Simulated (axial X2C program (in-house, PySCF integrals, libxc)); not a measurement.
## Bond lengths and stretching modes, held linear, of ClRuCl

Calculated with an in-house all-electron X2C program for linear molecules (integrals from PySCF): two-component X2C with atomic mean-field Coulomb and Gaunt terms, Gaussian nuclei, basis Cl dyall-av3z, Ru dyall-v3z with contracted cores. Spin-free rows use the one-electron spin-free X2C Hamiltonian.

Masses Cl 34.969, Ru 101.904, Cl 34.969 u. States: 2c Ω = 4 (beyond evenly filled blocks: ω = 3/2, ω = 5/2); spin-free M_S = 2, Λ = 2 (beyond evenly filled blocks: σα, π+α, π-α, δ+α, δ+β, δ-α).

PBE0, spin-free: energies above the lowest point

```
r(Cl–Ru) (Å)  r(Ru–Cl) (Å)  E (meV)
      2.1860        2.1860    47.92
      2.1860        2.2420    21.79
      2.1860        2.2980    42.83
      2.2420        2.1860    21.79
      2.2420        2.2420     0.00
      2.2420        2.2980    24.83
      2.2420        2.3541    86.28
      2.2980        2.1860    42.83
      2.2980        2.2420    24.83
      2.2980        2.2980    52.99
      2.3541        2.2420    86.28
      2.3541        2.3541   184.32
```

Fit a quadratic surface with cubic terms in each bond: where is the minimum, and what are the two stretching wavenumbers?

At PBE0, spin-free: bonds 2.239 and 2.239 Å; harmonic stretches 353.1 and 426.9 cm⁻¹; force constants 2.4, 2.4 and coupling 0.17 mdyn/Å.

The other levels and Hamiltonians give:

```
Hamiltonian  level  r(Cl–Ru) (Å)  r(Ru–Cl) (Å)  lower stretch (cm⁻¹)  upper stretch (cm⁻¹)
         2c   PBE0         2.239         2.239                 352.7                 426.6
         2c     HF         2.329         2.329                 326.4                 397.5
         2c    LDA         2.196         2.196                 363.4                 441.3
         2c    MP2         2.245         2.245                 349.4                 425.3
  spin-free     HF         2.328         2.328                 326.9                 398.0
  spin-free    LDA         2.195         2.195                 363.8                 441.5
  spin-free    MP2         2.244         2.244                 349.8                 425.8
```

Each state is one determinant, the lowest of a limited PBE0 search; the stretches come from a fit to these few points and carry an uncertainty of a few per cent. Other orders of the atoms were not compared. MP2 freezes inner shells (threshold -2 hartree). The molecule was held linear; bending was not examined, so a bent shape may lie lower. Open-shell Ω = 0 determinants with evenly filled partner blocks cannot be reached by this program, so the Ω shown need not be the lowest component. Note: functional without a current term on a determinant with orbital currents, of the molecule or an atom. Note: several unpaired electrons, one determinant need not be a pure state.
